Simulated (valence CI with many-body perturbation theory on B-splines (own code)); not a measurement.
Values are calculated unless marked as measured or tabulated.
A CI+MBPT run for Dy44+

Method: configuration interaction combined with many-body perturbation theory (CI+MBPT): four valence electrons over a frozen Dirac-Fock core [Ar], a basis of 9 s, 9 p, 10 d, 8 f, 5 g, 3 h, 1 i functions for each j, with the one-electron correlation potential Σ1 (screened to all orders), the two-electron term Σ2, the three-electron term Σ3, Breit, model QED; selected single and double excitations, second order for the rest (own B-spline code, finite nucleus).

Command, and the settings that its task file holds:

```sh
python run_cv.py task.json out
```

```
atom Dy  Z=66  mass_number=164  rms_radius_fm=5.2218
core [Ar]
valence 3d4
avg = 1
basis = L
breit = 1
cap = 40000
capref = 1200
cscale = 1
de = 0.0
dress = 0
eps = 2e-08
h = 0.27
hh = 1
l2 = 3
lcore = 6
maxit = 60
n2 = 5
natural = 1
nlev = 60
nno = [6, 6, 7, 6, 4, 3, 1]
nroot = 26
nsp = [3, 3, 3, 2, 1, 0, 0]
pt2 = 1
qed = 1
rpa = 1
s1 = 1
s2 = 1
s3 = 1
screen = 1
tol = 2e-05
```

(1) Roughly how long does this run take on one core of Arm Neoverse V2, and how much memory?

Log. The first blocks belong to the next ion, which gives the ionisation energy. Fields: 2J, parity (1 odd), roots, reference size, generating configurations, candidates as configurations/state functions, variational space P, stored matrix elements, Davidson steps; e2 is the range of second-order energies in hartree. The first line gives the box (bohr), its intervals, the orbitals and the steps of their self-consistent field. Window is the range of levels sought, series limit the energy at which the first omitted orbital would enter, core excitation an estimate of the first excitation out of the core, left out the lowest levels not solved, and shifts from estimates the range by which levels moved from their first estimate, all in cm⁻¹.

```
rmax 2.5 intervals 56 orbitals 81 references ['3d4', '3d3 4s', '3d3 4p'] scf 3 t 0.8
2J=3 par=0 roots 2 ref 41 generators 4 cand 3047/7521 P 1471/3735 nnz 3.9e+06 it 4
2J=3 par=0 roots 2 ref 41 generators 4 cand 1598/3827 P 1953/5035 nnz 6.8e+06 it 4
   second order: generators 6 cand 2540/5792 e2 -0.00001 -0.00001
2J=5 par=0 roots 2 ref 45 generators 3 cand 3216/9392 P 1255/3999 nnz 4.4e+06 it 4
2J=5 par=0 roots 2 ref 45 generators 3 cand 1982/5438 P 2042/6350 nnz 1.1e+07 it 4
   second order: generators 5 cand 4273/12004 e2 -0.00002 -0.00001
reference levels 704, estimated 34, window 1647762 1/cm; series limit 22519720, core excitation 2072110
2J=0 par=0 roots 5 ref 19 generators 4 cand 3188/5612 P 3205/6025 nnz 7e+06 it 4
2J=0 par=0 roots 5 ref 19 generators 4 cand 1182/2105 P 3785/7104 nnz 9.8e+06 it 4
   second order: generators 6 cand 5343/14314 e2 -0.00002 -0.00000
2J=2 par=0 roots 4 ref 43 generators 3 cand 4278/19661 P 1509/7998 nnz 1.5e+07 it 4
2J=2 par=0 roots 4 ref 43 generators 3 cand 3211/14205 P 3379/17035 nnz 6.3e+07 it 5
   second order: generators 4 cand 4532/30718 e2 -0.00002 -0.00001
2J=8 par=0 roots 7 ref 48 generators 4 cand 4553/35084 P 931/7998 nnz 1.5e+07 it 5
2J=8 par=0 roots 7 ref 48 generators 4 cand 3920/29621 P 3076/24890 nnz 1.3e+08 it 7
   second order: generators 5 cand 4975/58003 e2 -0.00010 -0.00006
2J=4 par=0 roots 8 ref 61 generators 4 cand 4574/30369 P 1017/7998 nnz 1.5e+07 it 5
2J=4 par=0 roots 8 ref 61 generators 4 cand 3882/24931 P 3601/25135 nnz 1.3e+08 it 5
   second order: generators 6 cand 4498/45694 e2 -0.00004 -0.00002
2J=6 par=0 roots 6 ref 57 generators 3 cand 4615/35101 P 894/7980 nnz 1.6e+07 it 5
2J=6 par=0 roots 6 ref 57 generators 3 cand 4009/29675 P 2929/24248 nnz 1.3e+08 it 5
   second order: generators 4 cand 5174/57941 e2 -0.00010 -0.00006
2J=10 par=0 roots 2 ref 29 generators 2 cand 4313/30428 P 942/7997 nnz 1.7e+07 it 4
2J=10 par=0 roots 2 ref 29 generators 2 cand 3683/24958 P 2786/22341 nnz 1.2e+08 it 5
   second order: generators 2 cand 1839/10614 e2 -0.00004 -0.00003
2J=12 par=0 roots 2 ref 15 generators 2 cand 3818/23880 P 1205/7999 nnz 1.7e+07 it 4
2J=12 par=0 roots 2 ref 15 generators 2 cand 3028/18393 P 2953/18920 nnz 8.4e+07 it 5
   second order: generators 2 cand 1280/7472 e2 -0.00003 -0.00002
left out: unestimated 11689752, estimated none, shifts from estimates -307 to 34
operators 1.3
```

The Davidson iterations converged.

The last digits are not significant, and no measured levels were compared; by estimate large intervals hold to a few tenths of a per cent, small ones and those within an open d or f shell to about a per cent. The list stops below the first excitations out of the core. Only levels of the ground parity were solved; by the run's estimate the other parity begins above the list, which can be wrong where configurations are misplaced.

```
Valence energy                            : -557.0545 hartree
Ionisation energy                         : 3608.2 eV (NIST: 3607 ± 4 eV (theoretical))
Reference configurations for the orbitals : 3d4, 3d3 4s, 3d3 4p
Radial orbitals                           : 81
Box radius                                : 2.547 bohr
Largest variational space                 : 25135
Lowest levels                             : (3d3/2^4) J=0 0.000, (3d3/2^3 3d5/2) J=1 34.473, (3d3/2^3 3d5/2) J=4 45.053, (3d3/2^3 3d5/2) J=2 46.261, (3d3/2^3 3d5/2) J=3 49.580, (3d3/2^2 3d5/2^2) J=0 [a] 76.616, (3d3/2^2 3d5/2^2) J=2 [a] 78.251, (3d3/2^2 3d5/2^2) J=4 [a] 79.094, (3d3/2^2 3d5/2^2) J=3 [a] 80.875, (3d3/2^2 3d5/2^2) J=5 84.472, (3d3/2^2 3d5/2^2) J=6 87.038, (3d3/2^2 3d5/2^2) J=1 87.909, (3d3/2^2 3d5/2^2) J=4 [b] 91.519, (3d3/2^2 3d5/2^2) J=3 [b] 91.685 eV
```

Levels are named by their leading jj configuration (3d3/2^4 stands for four electrons in 3d with j = 3/2), which in mixed levels can hold well under half, so a name can repeat and another be missing. Letters in brackets count levels of one name in rising energy.

Results:

(1) 95 s on 1 thread of Arm Neoverse V2, with other jobs on the host, peak memory 1.1 GiB.
